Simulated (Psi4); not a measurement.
C$_{4}$H$_{6}$Cl$_{2}$Si, singlet, geometry from GFN2-xTB, atoms displaced at random by about 0.03 Å a coordinate; Psi4 with TPSS/STO-3G, gradient.

Input for Psi4:
```
memory 2 GB

molecule {
0 1
C    -1.76676239    2.04160676    0.65663236
C    -1.24974981    1.33610336   -0.30303416
Si   -0.04677943   -0.13413617   -0.09880381
Cl    1.29942494   -0.07382891   -1.62224559
Cl   -1.07454931   -1.81018887   -0.11565351
C     0.92955742   -0.05144054    1.54387894
C     1.31477216    1.04111665    2.15993560
H    -2.43492361    2.82530241    0.51964893
H    -1.56672859    1.76541152    1.71631095
H    -1.35586774    1.63217836   -1.35143549
H     1.21388468   -1.01988602    1.99487419
H     1.16960277    2.02078355    1.74387324
H     1.85079472    0.95982212    3.10824128
symmetry c1
no_reorient
no_com
}

set {
  basis sto-3g
}

gradient('tpss')
print_variables()
```

Task: Write the output that Psi4 gives for this input, abridged.

Result: 
```
gradient() will perform analytic gradient computation.

   => Loading Basis Set <=

    Name: STO-3G
    Role: ORBITAL
    Keyword: BASIS

         ---------------------------------------------------------
                                   SCF
               by Justin Turney, Rob Parrish, Andy Simmonett
                          and Daniel G. A. Smith
                              RKS Reference
         ---------------------------------------------------------

  ==> Geometry <==

    Molecular point group: c1
    Full point group: C1

    Geometry (in Angstrom), charge = 0, multiplicity = 1:

       Center              X                  Y                   Z               Mass
    ------------   -----------------  -----------------  -----------------  -----------------
         C           -1.766762390000     2.041606760000     0.656632360000    12.000000000000
         C           -1.249749810000     1.336103360000    -0.303034160000    12.000000000000
         SI          -0.046779430000    -0.134136170000    -0.098803810000    27.976926534650
         CL           1.299424940000    -0.073828910000    -1.622245590000    34.968852682000
         CL          -1.074549310000    -1.810188870000    -0.115653510000    34.968852682000
         C            0.929557420000    -0.051440540000     1.543878940000    12.000000000000
         C            1.314772160000     1.041116650000     2.159935600000    12.000000000000
         H           -2.434923610000     2.825302410000     0.519648930000     1.007825032230
         H           -1.566728590000     1.765411520000     1.716310950000     1.007825032230
         H           -1.355867740000     1.632178360000    -1.351435490000     1.007825032230
         H            1.213884680000    -1.019886020000     1.994874190000     1.007825032230
         H            1.169602770000     2.020783550000     1.743873240000     1.007825032230
         H            1.850794720000     0.959822120000     3.108241280000     1.007825032230

  Running in c1 symmetry.

  Rotational constants: A =      0.04696  B =      0.04027  C =      0.03514 [cm^-1]
  Rotational constants: A =   1407.83719  B =   1207.32699  C =   1053.42423 [MHz]
  Nuclear repulsion =  500.340273866518316

  Charge       = 0
  Multiplicity = 1
  Electrons    = 78
  Nalpha       = 39
  Nbeta        = 39

  ==> Algorithm <==

  SCF Algorithm Type is DF.
  DIIS enabled.
  MOM disabled.
  Fractional occupation disabled.
  Guess Type is SAD.
[...]
  @DF-RKS Final Energy: -1350.81018500221035
    Total Energy =                      -1350.8101850022103463
[...]

   => Composite Functional: TPSS <=

    TPSS Meta-GGA XC Functional

    J. Tao, et al., Phys. Rev. Lett., 91, 146401, 2003

    Deriv               =              1
    GGA                 =           TRUE
    Meta                =           TRUE

    Exchange Hybrid     =          FALSE
    MP2 Hybrid          =          FALSE

   => Exchange Functionals <=

    1.0000   XC_MGGA_X_TPSS

   => Correlation Functionals <=

    1.0000   XC_MGGA_C_TPSS

   => LibXC Density Thresholds  <==

    XC_MGGA_C_TPSS:  1.00E-15
    XC_MGGA_X_TPSS:  1.00E-15

   => Molecular Quadrature <=

    Radial Scheme          =       TREUTLER
    Pruning Scheme         =           NONE
    Nuclear Scheme         =       TREUTLER

    Blocking Scheme        =         OCTREE
    BS radius alpha        =              1
    Pruning alpha          =              1
    Radial Points          =             75
    Spherical Points       =            302
    Total Points           =         271431
    Total Blocks           =           2072
    Max Points             =            256
    Max Functions          =             47
    Weights Tolerance      =       1.00E-15

  -Total Gradient:
     Atom            X                  Y                   Z
    ------   -----------------  -----------------  -----------------
       1       -0.011518067871     0.022736607793    -0.067486031000
       2       -0.047424522261     0.040939619306     0.050035139824
       3       -0.015175517046    -0.079430726786    -0.050085150069
       4       -0.023628559777    -0.000503401673     0.030973629434
       5        0.039463630740     0.067933257223     0.002314844744
       6        0.018126015966     0.043229494826     0.032529452510
       7       -0.013264669680    -0.011777698876    -0.017373002708
       8        0.034190243415    -0.047315689783     0.009793074508
       9        0.004626236555    -0.004342942558     0.005404399303
      10        0.010056452985    -0.002575583896     0.006745111158
      11        0.004959395908     0.000653885126     0.000344036441
      12        0.005188958967    -0.023589947625     0.003537249038
      13       -0.005748041573    -0.005873234929    -0.006765169735

  Variable Map:
  ----------------------------------------------------------------------------
[...]
  Array Variable Map:
  ----------------------------------------------------------------------------
[...]
[...]
```
